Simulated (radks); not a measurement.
Task: The mean radii <r> (bohr) of the occupied orbitals of an atom or ion are listed with their occupations. Calculated with a radial shooting solver on a logarithmic mesh with Libxc functionals: Dirac Kohn-Sham, revPBE, spin-unpolarised, spherical densities, finite nucleus; Fermi nuclear charge, rms radius of each element as measured or else 0.836 A^(1/3) + 0.57 fm.

| orbital | occ. | <r> |
|---|---|---|
| 1s1/2 | 2 | 0.4197 |
| 2s1/2 | 2 | 2.603 |

Name the element and its charge. Open shells, if any, are shared by 2j + 1.

Result: Z = 4, beryllium, charge 0: Be in [He] 2s2. The 1s radius gives Z: for a bare nucleus <r> = (2 gamma + 1)/(2Z) with gamma = sqrt(1 - (Z/c)^2), 0.3749 bohr for Z = 4, and screening makes it slightly larger (0.4197 here). The occupations add up to 4, and the charge is Z minus that.
